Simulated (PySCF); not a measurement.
## Spin-rotation constants: `InChI=1S/C6H10O.Ga.3H/c1-2-6(3-1)4-7-5-6;;;;/h1-5H2;;;;`

Cartesian coordinates in Å; atom numbers follow the order of the lines, from 1:
```xyz
21

Ga    3.1000   -0.3985   -0.5186
O     1.6070    0.5006    0.6045
C     0.5814    1.1805   -0.1440
C    -0.4730    0.1810    0.3343
C    -1.8110    0.6297    0.9329
C    -2.5582   -0.2620   -0.0726
C    -1.2141   -0.7085   -0.6711
C     0.6490   -0.3961    1.1985
H     2.2028   -1.2447   -1.4743
H     3.8055   -1.1568    0.6291
H     3.7290    0.8836   -1.1101
H     0.4537    2.2050    0.2201
H     0.7914    1.1819   -1.2182
H    -2.0051    1.6952    0.8282
H    -1.9440    0.3479    1.9754
H    -3.1975    0.2824   -0.7626
H    -3.1339   -1.0630    0.3838
H    -0.9952   -1.7692   -0.5645
H    -1.0589   -0.4215   -1.7093
H     0.9043   -1.4454    1.0202
H     0.5579   -0.2053    2.2725
```

Level of theory: GIAO B3LYP/pcSseg-1 magnetisability, rotational g tensor and spin-rotation constants, non-relativistic, gas phase in PySCF. Geometry: GFN2-xTB.

The calculation is non-relativistic, which matters for the atoms heavier than Zn.

Problem. Give the nuclear spin-rotation constants along the inertial axes (H = +C I·J) beside the isotropic shieldings.

Solution. Rotational constants 4.0446, 0.6426, 0.6155 GHz. A star marks the isotopologue with that one atom substituted, in its own axes.
| atom | isotope | Caa (kHz) | Cbb (kHz) | Ccc (kHz) | mean (kHz) | σ (ppm) |
| --- | --- | --- | --- | --- | --- | --- |
| Ga1 | 69Ga | 6.898 | 1.215 | 1.164 | 3.093 | 1389.8 |
| H9 | 1H | -0.228 | 0.011 | -0.048 | -0.088 | 27.1 |
| H10 | 1H | -0.225 | -0.046 | 0.004 | -0.089 | 27.3 |
| H11 | 1H | -0.223 | -0.046 | 0.004 | -0.089 | 27.3 |
| H12 | 1H | -0.409 | 0.013 | -0.037 | -0.144 | 26.8 |
| H13 | 1H | -0.355 | -0.016 | -0.020 | -0.130 | 27.0 |
| H14 | 1H | -0.397 | -0.049 | -0.008 | -0.151 | 29.7 |
| H15 | 1H | -0.398 | -0.050 | -0.007 | -0.152 | 29.7 |
| H16 | 1H | -0.273 | -0.068 | -0.011 | -0.117 | 30.0 |
| H17 | 1H | -0.277 | -0.068 | -0.010 | -0.118 | 30.0 |
| H18 | 1H | -0.447 | -0.036 | -0.007 | -0.163 | 29.3 |
| H19 | 1H | -0.449 | -0.037 | -0.006 | -0.164 | 29.3 |
| H20 | 1H | -0.355 | -0.015 | -0.020 | -0.130 | 27.0 |
| H21 | 1H | -0.409 | 0.012 | -0.036 | -0.144 | 26.8 |
| O2 | 17O* | -0.235 | -0.060 | -0.007 | -0.101 | 329.8 |
| C3 | 13C* | 0.857 | 0.188 | 0.179 | 0.408 | 86.7 |
| C4 | 13C* | 0.856 | 0.117 | 0.097 | 0.356 | 141.3 |
| C5 | 13C* | 0.559 | 0.121 | 0.111 | 0.264 | 150.2 |
| C6 | 13C* | 0.643 | 0.083 | 0.087 | 0.271 | 167.2 |

For the geometry as given, no vibrational averaging.

Problem. How do the rotational constants and the g tensor change when H9, H10, H11, H12, H13, H14, H15, H16, H17, H18, H19, H20, H21 are replaced by deuterium?

Solution. Constants 3.0791, 0.5705, 0.5488 GHz; g -0.0152, -0.0087, -0.0105, against -0.0200, -0.0096, -0.0115 before.
